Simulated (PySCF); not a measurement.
Species: C3H9AlClFS.
Cartesian coordinates in Å at the PBE0-D3(BJ)/def2-SVP level; atoms count from 1:
```
atom  x, y, z in Å
C1    -1.264   -0.832    1.294
S2    -0.570   -1.018   -0.363
C3    -1.885   -0.235   -1.338
F4    -3.038   -0.939   -1.233
Al5    1.068    0.899   -0.474
C6     2.659    0.172    0.454
Cl7    3.714    1.654    0.364
H8    -1.363    0.233    1.549
H9    -0.567   -1.318    1.989
H10   -2.235   -1.343    1.329
H11   -2.041    0.794   -0.974
H12   -1.523   -0.224   -2.378
H13    1.104    0.991   -2.069
H14    0.143    1.915    0.351
H15    2.569   -0.086    1.519
H16    3.207   -0.635   -0.054
```

The closed-shell ground state was solved at several levels (PySCF, density fitting, gas phase, non-relativistic).

| level | basis functions | total energy (Eh) | HOMO (eV) | LUMO (eV) | gap (eV) | dipole (D) |
| --- | --- | --- | --- | --- | --- | --- |
| B3LYP/def2-SVPD | 233 | -1319.9616 | -7.09 | -0.79 | 6.30 | 4.41 |
| mPW1PW91/pcSseg-1 | 185 | -1320.3142 | -7.34 | -0.43 | 6.91 | 4.59 |

Estimate the row for PBE0/pcSseg-1, a basis of 185 functions; the other rows only guide the guess.

Total energy -1319.6692 Eh, HOMO -7.31 eV, LUMO -0.43 eV, gap 6.88 eV, dipole 4.59 D.

Over all these levels, which gives the widest orbital gap and which the narrowest?

mPW1PW91/pcSseg-1 (global hybrid, 25 % exact exchange) has the widest, 6.91 eV, and B3LYP/def2-SVPD (global hybrid, 20 % exact exchange) the narrowest, 6.30 eV. Functional and basis both differ between the two, so the spread mixes both effects.

How far do the dipole and the HOMO energy spread over the levels?

The dipole runs from 4.41 to 4.59 D (mean 4.53 D) and the HOMO from -7.34 to -7.09 eV.

One conformer stands for the species.
